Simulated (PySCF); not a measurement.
PySCF input for C3H8O2Si, SMILES C=C[Si@@H](O)OC, TDA-M06-2X/def2-SVPD. Geometry: PBE0-D3(BJ)/def2-SVP. The structure was generated by enumeration; whether it is a known compound was not checked. The values are those of a single conformer.

```python
import numpy as np
from pyscf import gto, scf, dft, tdscf

mol = gto.M(
    atom='''
    C     2.42174727   -0.18995414   -0.52395119
    C     1.56094507   -0.88811553    0.22654429
    Si   -0.26150112   -0.53422839    0.24681009
    O    -0.81029486   -0.17683935    1.77752507
    O    -0.45398296    0.74275716   -0.79915618
    C    -1.69079092    1.29139576   -1.15923404
    H     2.07242133    0.61946941   -1.17399226
    H     3.49838077   -0.39548683   -0.52307347
    H     1.95140996   -1.69407117    0.86238114
    H    -1.11386912   -1.68061037   -0.16909189
    H    -0.28390426    0.46343198    2.26633091
    H    -2.23209534    1.69629684   -0.28552440
    H    -1.52250060    2.11496894   -1.86984849
    H    -2.34601317    0.54789942   -1.64962843
    ''',
    basis='def2-SVPD',
    charge=0,
    spin=0,
    max_memory=1600,
    verbose=4,
)
mf = dft.RKS(mol, xc='m06-2x').density_fit(auxbasis='def2-universal-jkfit')
mf.grids.level = 4
mf.conv_tol = 1e-9
mf.max_cycle = 100
mf.kernel()
mf.grids = dft.Grids(mol).set(level=2).build(with_non0tab=True)  # coarser grid for the response kernel
td = tdscf.TDA(mf)
td.singlet = True
td.nstates = 10
td.conv_tol = 1e-4
td.positive_eig_threshold = 1e-6
td.kernel(x0=td.get_init_guess(mf, 15))
td.analyze()
tt = tdscf.TDA(mf)
tt.singlet = False
tt.nstates = 4
tt.conv_tol = 1e-4
tt.positive_eig_threshold = 1e-6
tt.kernel(x0=tt.get_init_guess(mf, 9))
tt.analyze(verbose=3)
```

Program output:

```
PySCF version 2.14.0

[INPUT] verbose = 4
[INPUT] num. atoms = 14
[INPUT] num. electrons = 56
[INPUT] charge = 0
[INPUT] spin (= nelec alpha-beta = 2S) = 0
[INPUT] symmetry False subgroup None
[INPUT] Mole.unit = angstrom
[INPUT] Symbol           X                Y                Z      unit          X                Y                Z       unit  Magmom
[INPUT]  1 C      2.421747270000  -0.189954140000  -0.523951190000 AA    4.576439083213  -0.358961300827  -0.990124251740 Bohr   0.0
[INPUT]  2 C      1.560945070000  -0.888115530000   0.226544290000 AA    2.949758677790  -1.678295118673   0.428106663184 Bohr   0.0
[INPUT]  3 Si    -0.261501120000  -0.534228390000   0.246810090000 AA   -0.494165498067  -1.009545345067   0.466403474879 Bohr   0.0
[INPUT]  4 O     -0.810294860000  -0.176839350000   1.777525070000 AA   -1.531235365543  -0.334177939546   3.359035561848 Bohr   0.0
[INPUT]  5 O     -0.453982960000   0.742757160000  -0.799156180000 AA   -0.857903459619   1.403607609460  -1.510186310954 Bohr   0.0
[INPUT]  6 C     -1.690790920000   1.291395760000  -1.159234040000 AA   -3.195131772701   2.440384304825  -2.190634849873 Bohr   0.0
[INPUT]  7 H      2.072421330000   0.619469410000  -1.173992260000 AA    3.916308728407   1.170627527446  -2.218523843759 Bohr   0.0
[INPUT]  8 H      3.498380770000  -0.395486830000  -0.523073470000 AA    6.610981534745  -0.747361794572  -0.988465601326 Bohr   0.0
[INPUT]  9 H      1.951409960000  -1.694071170000   0.862381140000 AA    3.687630381148  -3.201330546822   1.629664169590 Bohr   0.0
[INPUT] 10 H     -1.113869120000  -1.680610370000  -0.169091890000 AA   -2.104907575410  -3.175893321404  -0.319537361985 Bohr   0.0
[INPUT] 11 H     -0.283904260000   0.463431980000   2.266330910000 AA   -0.536501296997   0.875759519565   4.282744727536 Bohr   0.0
[INPUT] 12 H     -2.232095340000   1.696296840000  -0.285524400000 AA   -4.218048876518   3.205536453565  -0.539562917881 Bohr   0.0
[INPUT] 13 H     -1.522500600000   2.114968940000  -1.869848490000 AA   -2.877109158486   3.996712058562  -3.533501540532 Bohr   0.0
[INPUT] 14 H     -2.346013170000   0.547899420000  -1.649628430000 AA   -4.433322375923   1.035379847608  -3.117345939996 Bohr   0.0

nuclear repulsion = 306.894989893247
number of shells = 84
number of NR pGTOs = 278
number of NR cGTOs = 194
basis = def2-SVPD
ecp = {}


[settings echo left out]
init E= -559.249206372947
  HOMO = -0.324927274793009  LUMO = -0.0735957089082175  gap/eV = 6.83908
cycle= 1 E= -558.605740076076  delta_E= 0.643  |g|= 0.76  |ddm|= 4.95
  HOMO = -0.257846653788612  LUMO = 0.0171699355634205  gap/eV = 7.48358
cycle= 2 E= -558.567409438435  delta_E= 0.0383  |g|= 0.912  |ddm|= 2.17
  HOMO = -0.337115683663757  LUMO = 0.00642126573875679  gap/eV = 9.34812
cycle= 3 E= -558.720467211956  delta_E= -0.153  |g|= 0.055  |ddm|= 1.05
  HOMO = -0.344535356982757  LUMO = 0.00416559746997436  gap/eV = 9.48864
cycle= 4 E= -558.721036917915  delta_E= -0.00057  |g|= 0.0234  |ddm|= 0.0997
  HOMO = -0.33967839266805  LUMO = 0.00715277937820602  gap/eV = 9.43776
cycle= 5 E= -558.721170763817  delta_E= -0.000134  |g|= 0.00695  |ddm|= 0.0399
  HOMO = -0.340237707902182  LUMO = 0.00679319559595415  gap/eV = 9.44319
cycle= 6 E= -558.721181602906  delta_E= -1.08e-05  |g|= 0.00237  |ddm|= 0.0117
  HOMO = -0.340462219505639  LUMO = 0.00665743920231687  gap/eV = 9.44561
cycle= 7 E= -558.721183063267  delta_E= -1.46e-06  |g|= 0.000494  |ddm|= 0.00369
  HOMO = -0.340393566658768  LUMO = 0.00670713728269501  gap/eV = 9.44509
cycle= 8 E= -558.72118313073  delta_E= -6.75e-08  |g|= 6.85e-05  |ddm|= 0.00102
  HOMO = -0.34039977677639  LUMO = 0.0067011771379617  gap/eV = 9.44510
cycle= 9 E= -558.721183132166  delta_E= -1.44e-09  |g|= 2.13e-05  |ddm|= 0.000253
  HOMO = -0.340399520457161  LUMO = 0.00670176972174241  gap/eV = 9.44511
cycle= 10 E= -558.721183132309  delta_E= -1.43e-10  |g|= 6.66e-06  |ddm|= 5.53e-05
  HOMO = -0.340399343050294  LUMO = 0.00670190226306122  gap/eV = 9.44511
Extra cycle  E= -558.721183132312  delta_E= -3.41e-12  |g|= 6.08e-06  |ddm|= 1.82e-05
converged SCF energy = -558.721183132312
tot grids = 110944
Overwritten attributes  positive_eig_threshold  of <class 'pyscf.tdscf.rks.TDA'>


******** <class 'pyscf.tdscf.rks.TDA'> for <class 'pyscf.df.df_jk.DFRKS'> ********
nstates = 10 singlet
deg_eia_thresh = 1.000e-03
wfnsym = None
conv_tol = 0.0001
eigh lindep = 1e-12
eigh level_shift = 0
eigh max_cycle = 100


Excitation energies (eV)
[6.4678912  7.41646328 7.61799724 7.77216849 7.93224478 8.16974369
 8.18469137 8.35261943 8.4456476  8.51568374]

** Singlet excitation energies and oscillator strengths **
Excited State   1:      6.46789 eV    191.69 nm  f=0.0042
      25 -> 29        0.16585
      26 -> 29       -0.48696
      26 -> 30        0.16221
      27 -> 29       -0.39924
      27 -> 30        0.10797
Excited State   2:      7.41646 eV    167.17 nm  f=0.1964
      26 -> 29       -0.17918
      27 -> 29        0.26771
      28 -> 29       -0.57236
      28 -> 30       -0.12091
Excited State   3:      7.61800 eV    162.75 nm  f=0.1726
      23 -> 29       -0.10146
      25 -> 29       -0.25261
      26 -> 29        0.29154
      27 -> 29       -0.47894
      28 -> 29       -0.26960
Excited State   4:      7.77217 eV    159.52 nm  f=0.0913
      25 -> 29       -0.18879
      26 -> 29       -0.11596
      28 -> 29       -0.10108
      28 -> 30        0.48311
      28 -> 31        0.10278
      28 -> 32       -0.39202
Excited State   5:      7.93224 eV    156.30 nm  f=0.0973
      22 -> 29        0.10217
      23 -> 29        0.10177
      25 -> 29        0.50813
      26 -> 29        0.26170
      26 -> 30        0.12629
      28 -> 29       -0.20165
      28 -> 30        0.12950
      28 -> 31        0.12240
Excited State   6:      8.16974 eV    151.76 nm  f=0.0219
      23 -> 29       -0.16076
      24 -> 29        0.31786
      25 -> 29        0.12869
      25 -> 30        0.16362
      26 -> 29       -0.13548
      26 -> 30       -0.14423
      27 -> 30       -0.31169
      28 -> 30        0.11882
      28 -> 31       -0.23672
      28 -> 32        0.16897
Excited State   7:      8.18469 eV    151.48 nm  f=0.0121
      23 -> 29       -0.11262
      24 -> 29        0.15056
      25 -> 29        0.19184
      26 -> 30       -0.20752
      27 -> 30        0.39006
      27 -> 31        0.27113
      27 -> 34        0.10541
      28 -> 31       -0.14766
      28 -> 32       -0.19009
      28 -> 33       -0.11063
Excited State   8:      8.35262 eV    148.44 nm  f=0.0186
      23 -> 29        0.11765
      24 -> 29       -0.17612
      25 -> 30       -0.10236
      27 -> 30        0.11584
      28 -> 30        0.27810
      28 -> 31       -0.46128
      28 -> 32        0.17450
      28 -> 33       -0.14185
      28 -> 34       -0.13692
Excited State   9:      8.44565 eV    146.80 nm  f=0.0157
      21 -> 29       -0.21582
      22 -> 29        0.10790
      23 -> 29        0.20417
      24 -> 29       -0.16968
      26 -> 30       -0.46254
      27 -> 29       -0.11488
      27 -> 30       -0.15041
      27 -> 31        0.15159
Excited State  10:      8.51568 eV    145.60 nm  f=0.0199
      25 -> 30       -0.19374
      26 -> 30       -0.12879
      27 -> 30       -0.10365
      27 -> 31       -0.26654
      27 -> 32        0.20034
      27 -> 34       -0.18700
      27 -> 35       -0.10617
      28 -> 30       -0.23655
      28 -> 31       -0.14320
      28 -> 32       -0.24942
      28 -> 33       -0.20559
      28 -> 34       -0.10405
      28 -> 36        0.10211

** Transition electric dipole moments (AU) **
state          X           Y           Z        Dip. S.      Osc.
  1         0.1155      0.1030      0.0508      0.0265      0.0042
  2         0.9338      0.0287     -0.4564      1.0811      0.1964
  3         0.7595      0.2020     -0.5541      0.9247      0.1726
  4         0.5062      0.4254      0.2052      0.4794      0.0913
  5         0.5223      0.3359     -0.3393      0.5007      0.0973
  6         0.1089      0.2390     -0.2008      0.1093      0.0219
  7         0.0541      0.1882     -0.1483      0.0603      0.0121
  8         0.2514      0.1629      0.0309      0.0907      0.0186
  9         0.0405      0.1816     -0.2032      0.0759      0.0157
 10         0.0248     -0.2394      0.1936      0.0954      0.0199

** Transition velocity dipole moments (imaginary part, AU) **
state          X           Y           Z        Dip. S.      Osc.
  1         0.0036     -0.0178     -0.0245      0.0009      0.0026
  2         0.1569     -0.0678     -0.0341      0.0304      0.0743
  3         0.1267     -0.0075     -0.0778      0.0222      0.0528
  4         0.0913      0.0705      0.0940      0.0221      0.0517
  5         0.0864      0.0351     -0.0325      0.0098      0.0223
  6        -0.0052      0.0367     -0.0327      0.0024      0.0054
  7        -0.0093      0.0282     -0.0294      0.0017      0.0039
  8         0.0467     -0.0007      0.0337      0.0033      0.0072
  9        -0.0033      0.0458     -0.0181      0.0024      0.0052
 10         0.0296     -0.0342      0.0350      0.0033      0.0070

** Transition magnetic dipole moments (imaginary part, AU) **
state          X           Y           Z
  1        -0.4033     -0.4732      0.4156
  2        -0.2003     -0.4676     -0.1768
  3        -0.0077     -0.3696     -0.5439
  4         0.1350      0.5956     -0.8124
  5        -0.3320     -0.4919     -0.0898
  6         0.8850      0.1699     -0.2045
  7         0.5083      0.5239     -0.5812
  8        -0.3581     -0.3701     -0.3577
  9        -0.8058      0.8496     -0.3509
 10         0.4843     -0.0972      0.1716


******** <class 'pyscf.tdscf.rks.TDA'> for <class 'pyscf.df.df_jk.DFRKS'> ********
nstates = 4 triplet
deg_eia_thresh = 1.000e-03
wfnsym = None
conv_tol = 0.0001
eigh lindep = 1e-12
eigh level_shift = 0
eigh max_cycle = 100


Excitation energies (eV)
[4.54267764 6.02826112 7.36667256 7.62036509]

** Triplet excitation energies and oscillator strengths **
Excited State   1:      4.54268 eV    272.93 nm  f=0.0000
Excited State   2:      6.02826 eV    205.67 nm  f=0.0000
Excited State   3:      7.36667 eV    168.30 nm  f=0.0000
Excited State   4:      7.62037 eV    162.70 nm  f=0.0000
```

The run converged.
